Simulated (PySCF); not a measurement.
H4GeS2 (SMILES [SH][GeH2][SH]), singlet, at a GFN2-xTB geometry, atoms displaced at random by about 0.03 Å a coordinate; PBE/6-31G, gradient (PySCF).

PySCF was given this input:
```python
from pyscf import gto, scf, dft

mol = gto.Mole()
mol.atom = '''
    Ge   -0.675577   -0.086501   -0.021044
    S     0.456504    1.759612    0.659865
    S     0.848142   -1.590955   -0.727723
    H    -1.390642   -0.587599    1.235931
    H    -1.563709    0.120636   -1.098733
    H     1.156204    1.891009   -0.463609
    H     1.582795   -1.557057    0.342760
'''
mol.basis = '6-31g'
mol.charge = 0
mol.spin = 0
mol.verbose = 4
mol.build()

mf = dft.RKS(mol)
mf.xc = 'pbe'
mf.kernel()
g = mf.nuc_grad_method()
g.grid_response = True
grad = g.kernel()
```

Problem. Write the output that PySCF gives for this input, abridged.

Solution. 
```
PySCF version 2.14.0

[INPUT] verbose = 4
[INPUT] num. atoms = 7
[INPUT] num. electrons = 68
[INPUT] charge = 0
[INPUT] spin (= nelec alpha-beta = 2S) = 0
[INPUT] symmetry False subgroup None
[INPUT] Mole.unit = angstrom
[INPUT] Symbol           X                Y                Z      unit          X                Y                Z       unit  Magmom
[INPUT]  1 Ge    -0.675577000000  -0.086501000000  -0.021044000000 AA   -1.276655506055  -0.163463199501  -0.039767396565 Bohr   0.0
[INPUT]  2 S      0.456504000000   1.759612000000   0.659865000000 AA    0.862667534768   3.325184765498   1.246964129186 Bohr   0.0
[INPUT]  3 S      0.848142000000  -1.590955000000  -0.727723000000 AA    1.602756094741  -3.006469226507  -1.375197164547 Bohr   0.0
[INPUT]  4 H     -1.390642000000  -0.587599000000   1.235931000000 AA   -2.627932517317  -1.110401181068   2.335571098860 Bohr   0.0
[INPUT]  5 H     -1.563709000000   0.120636000000  -1.098733000000 AA   -2.954981748518   0.227969000763  -2.076304454022 Bohr   0.0
[INPUT]  6 H      1.156204000000   1.891009000000  -0.463609000000 AA    2.184908904127   3.573489109088  -0.876094038883 Bohr   0.0
[INPUT]  7 H      1.582795000000  -1.557057000000   0.342760000000 AA    2.991049061331  -2.942411290337   0.647722526456 Bohr   0.0

nuclear repulsion = 341.812992923038
number of shells = 33
number of NR pGTOs = 198
number of NR cGTOs = 61
basis = 6-31g
ecp = {}

******** <class 'pyscf.dft.rks.RKS'> ********
method = RKS
initial guess = minao
damping factor = 0
level_shift factor = 0
DIIS = <class 'pyscf.scf.diis.CDIIS'>
diis_start_cycle = 1
diis_space = 8
diis_damp = 0
SCF conv_tol = 1e-09
SCF conv_tol_grad = None
SCF max_cycles = 50
direct_scf = True
direct_scf_tol = 1e-13
XC library pyscf.dft.libxc version 7.1.2
    S. Lehtola, C. Steigemann, M. J. T. Oliveira, and M. A. L. Marques,  SoftwareX 7, 1–5 (2018)
XC functionals = pbe
    J. P. Perdew, K. Burke, and M. Ernzerhof,  Phys. Rev. Lett. 77, 3865 (1996)
    J. P. Perdew, K. Burke, and M. Ernzerhof,  Phys. Rev. Lett. 78, 1396 (1997)
    J. P. Perdew, K. Burke, and M. Ernzerhof,  Phys. Rev. Lett. 77, 3865 (1996)
    J. P. Perdew, K. Burke, and M. Ernzerhof,  Phys. Rev. Lett. 78, 1396 (1997)
radial grids:
    Treutler-Ahlrichs [JCP 102, 346 (1995); DOI:10.1063/1.469408] (M4) radial grids

becke partition: Becke, JCP 88, 2547 (1988); DOI:10.1063/1.454033
pruning grids: <function nwchem_prune>
grids dens level: 3
symmetrized grids: False
atomic radii adjust function: <function treutler_atomic_radii_adjust>
small_rho_cutoff = 0
Set gradient conv threshold to 3.16228e-05
Initial guess from minao.
tot grids = 97632
init E= -2874.28561691581
  HOMO = -0.279522327072065  LUMO = -0.0657829254168498  gap/eV = 5.81615
cycle= 1 E= -2874.64402840415  delta_E= -0.358  |g|= 0.35  |ddm|= 2.61
  HOMO = -0.179211712103367  LUMO = -0.0449400998790437  gap/eV = 3.65372
cycle= 2 E= -2874.56949884169  delta_E= 0.0745  |g|= 0.584  |ddm|= 1.74
  HOMO = -0.224896207226071  LUMO = -0.0519449346727172  gap/eV = 4.70624
cycle= 3 E= -2874.6947614903  delta_E= -0.125  |g|= 0.0452  |ddm|= 1.09
  HOMO = -0.22594192013896  LUMO = -0.054498073005306  gap/eV = 4.66522
cycle= 4 E= -2874.69539764469  delta_E= -0.000636  |g|= 0.0115  |ddm|= 0.104
  HOMO = -0.225537134110229  LUMO = -0.0536466516658702  gap/eV = 4.67738
cycle= 5 E= -2874.69542321561  delta_E= -2.56e-05  |g|= 0.00352  |ddm|= 0.0188
  HOMO = -0.225872140804697  LUMO = -0.053825511650277  gap/eV = 4.68163
cycle= 6 E= -2874.6954278361  delta_E= -4.62e-06  |g|= 0.000994  |ddm|= 0.00802
  HOMO = -0.22591093306432  LUMO = -0.0538742543026096  gap/eV = 4.68136
cycle= 7 E= -2874.69542821885  delta_E= -3.83e-07  |g|= 0.00019  |ddm|= 0.00214
  HOMO = -0.22589894434938  LUMO = -0.0538672999164089  gap/eV = 4.68122
cycle= 8 E= -2874.69542823134  delta_E= -1.25e-08  |g|= 4.09e-05  |ddm|= 0.00041
  HOMO = -0.225897504633145  LUMO = -0.0538621604275038  gap/eV = 4.68132
cycle= 9 E= -2874.69542823218  delta_E= -8.45e-10  |g|= 4.46e-06  |ddm|= 0.000107
  HOMO = -0.225898724181052  LUMO = -0.0538637794544359  gap/eV = 4.68131
Extra cycle  E= -2874.69542823219  delta_E= -4.55e-12  |g|= 4.75e-06  |ddm|= 2.1e-05
converged SCF energy = -2874.69542823219

******** <class 'pyscf.grad.rks.Gradients'> for <class 'pyscf.dft.rks.RKS'> ********
unit = Eh/Bohr
grid_response = True
--------------- RKS gradients ---------------
         x                y                z
0 Ge    -0.0223913374     0.0083746429    -0.0411895125
1 S     0.0124271208    -0.0062620305    -0.0277479701
2 S     0.0193501011     0.0113646327     0.0464006166
3 H     0.0024149583    -0.0002497643    -0.0047525408
4 H     0.0323812023    -0.0082073673     0.0425179467
5 H    -0.0161651093    -0.0051498158     0.0249463632
6 H    -0.0280169358     0.0001297025    -0.0401749031
----------------------------------------------
```
